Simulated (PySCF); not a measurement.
**Removing the step error of a finite difference**

System: H2BFSe (SMILES FB[SeH]), singlet, at a GFN2-xTB geometry, atoms displaced at random by about 0.03 Å a coordinate. Level: PBE/cc-pVDZ, gradient (PySCF). Sums are taken with unrounded values, so a last digit can differ.

Central differences of the energy along z of atom 4 gave a gradient component of -0.014124 Eh/bohr at step 0.05 and -0.013204 Eh/bohr at step 0.2 (atomic units).

**Question.** Extrapolate to zero step.

**Answer.** The leading error of a symmetric difference goes as h², so A(h) = A0 + c h². Then c = (-0.013204 - (-0.014124))/(0.2² - 0.05²) = 0.0245 (atomic units) and A0 = -0.014124 - c × 0.05² = -0.014185 Eh/bohr. The analytic value from the same program and level (with grid response) is -0.014185 Eh/bohr: the smaller step missed it by 0.000062, the extrapolation by 0.000000.
